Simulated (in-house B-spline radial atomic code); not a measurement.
Orbital energies and mean radii along the 39-electron series, configuration 1s2 2s2 2p6 3s2 3p6 3d10 4s2 4p6 4d3/2(3). The effective charge is n√(-2ε), a non-relativistic measure. Computed with a radial B-spline atomic code at the basis-set limit: Dirac-Hartree-Fock, jj configuration that fills j = l - 1/2 first, finite nuclei.

```csv
ion,Z,energy of 4p1/2 (Eh),mean radius of 4p1/2 (bohr),energy of 4p3/2 (Eh),mean radius of 4p3/2 (bohr),energy of 4d3/2 (Eh),mean radius of 4d3/2 (bohr),energy of 3d5/2 (Eh),mean radius of 3d5/2 (bohr),effective charge of 4p1/2
Dy27+,66,-42.514,0.4915,-40.369,0.51222,-35.644,0.50969,-81.983,0.21118,36.884
Ho28+,67,?,?,?,?,?,?,?,?,?
Er29+,68,-47.7,0.4681,-45.216,0.48903,-40.214,0.48426,-90.877,0.20289,39.069
Tm30+,69,-50.408,0.45716,-47.738,0.4782,-42.598,0.47249,-95.49,0.19898,40.163
Yb31+,70,-53.194,0.44667,-50.327,0.46784,-45.048,0.46128,-100.21,0.19523,41.258
Lu32+,71,-56.058,0.43661,-52.982,0.45791,-47.564,0.45058,-105.05,0.1916,42.354
Hf33+,72,-59.001,0.42695,-55.703,0.44839,-50.146,0.44038,-109.99,0.18811,43.452
Ta34+,73,-62.024,0.41766,-58.491,0.43924,-52.794,0.43062,-115.05,0.18475,44.551
W35+,74,-65.128,0.40872,-61.346,0.43046,-55.508,0.42128,-120.21,0.1815,45.652
Re36+,75,-68.313,0.40012,-64.267,0.42201,-58.289,0.41234,-125.49,0.17836,46.755
Os37+,76,?,?,?,?,?,?,?,?,?
Ir38+,77,-74.931,0.38382,-70.311,0.40606,-64.05,0.39553,-136.38,0.1724,48.967
Pt39+,78,-78.365,0.37609,-73.433,0.39851,-67.03,0.38763,-141.98,0.16956,50.077
Au40+,79,-81.885,0.36862,-76.623,0.39123,-70.078,0.38002,-147.7,0.16682,51.189
Hg41+,80,?,?,?,?,?,?,?,?,?
Tl42+,81,-89.183,0.35441,-83.206,0.37741,-76.374,0.36566,-159.47,0.16158,53.422
Pb43+,82,-92.965,0.34765,-86.599,0.37085,-79.623,0.35886,-165.52,0.15909,54.542
```

Question: Fill in the row of Ho28+.

Answer: energy of 4p1/2 (Eh): -45.069; mean radius of 4p1/2 (bohr): 0.47954; energy of 4p3/2 (Eh): -42.76; mean radius of 4p3/2 (bohr): 0.50036; energy of 4d3/2 (Eh): -37.896; mean radius of 4d3/2 (bohr): 0.49665; energy of 3d5/2 (Eh): -86.375; mean radius of 3d5/2 (bohr): 0.20695; effective charge of 4p1/2: 37.976.

Question: Fill in the row of Os37+.

Answer: energy of 4p1/2 (Eh): -71.58; mean radius of 4p1/2 (bohr): 0.39182; energy of 4p3/2 (Eh): -67.255; mean radius of 4p3/2 (bohr): 0.41389; energy of 4d3/2 (Eh): -61.136; mean radius of 4d3/2 (bohr): 0.40377; energy of 3d5/2 (Eh): -130.88; mean radius of 3d5/2 (bohr): 0.17533; effective charge of 4p1/2: 47.86.

Question: Fill in the row of Hg41+.

Answer: energy of 4p1/2 (Eh): -85.491; mean radius of 4p1/2 (bohr): 0.3614; energy of 4p3/2 (Eh): -79.881; mean radius of 4p3/2 (bohr): 0.3842; energy of 4d3/2 (Eh): -73.192; mean radius of 4d3/2 (bohr): 0.37271; energy of 3d5/2 (Eh): -153.53; mean radius of 3d5/2 (bohr): 0.16416; effective charge of 4p1/2: 52.304.

Question: How does the screening of 4p1/2 change?

Answer: Z less the effective charge goes from 29.12 at Z = 66 to 27.46 at Z = 82.
